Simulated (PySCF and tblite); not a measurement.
Results of a calculation; reference values are marked as such.
propiophenone, C₉H₁₀O, numbered as in [CH3:1][CH2:2][C:3](=[O:4])[c:5]1[cH:6][cH:7][cH:8][cH:9][cH:10]1.

The ensemble was built from 90 distance-geometry starts (ETKDG and KDG, MMFF94s, GFN2-xTB) and rests on GFN2-xTB geometries. Energies: B3LYP-D3(BJ)/def2-SVP (IEF-PCM, chloroform), with GFN2-xTB thermal terms (modes under about 100 cm⁻¹ blended into free rotors). Symmetry numbers and mirror images are counted. Conformers within 3 kcal/mol (GFN2-xTB free energy) were kept, 4 at most. Couplings: B3LYP/6-31G* with pcJ-1 on H (gas phase; spin-dipole term only for pairs with B, N, F, Si or P). Couplings are for ¹H. H–H couplings come out 0.1 to 0.9 Hz lower than with pcJ-1 on all atoms. Programs: PySCF with density fitting and tblite.

Torsions listed: C1–C2–C3–O4, O4–C3–C5–C6. Of a mirror pair one member is shown.

```tsv
conformer	shape	weight %
1	0°, 0°	96.9
2	-115°, 23°	3.1
```

Task: Give the couplings in each conformer and the averages at 298.15 K (pairs that fast motion interchanges averaged).

Result: 
```json
{"coupling": "²J(H1,H1)", "pairs": "3", "1": "-13.8", "2": "-14.0", "average (Hz)": "-13.8"}
{"coupling": "³J(H1,H2)", "pairs": "6", "1": "7.1", "2": "8.2", "average (Hz)": "7.1"}
{"coupling": "²J(H2,H2)", "pairs": "1", "1": "-18.7", "2": "-13.3", "average (Hz)": "-18.5"}
{"coupling": "³J(H6,H7)", "pairs": "2", "1": "9.1", "2": "8.9", "average (Hz)": "9.1"}
{"coupling": "³J(H7,H8)", "pairs": "2", "1": "8.3", "2": "8.4", "average (Hz)": "8.3"}
```
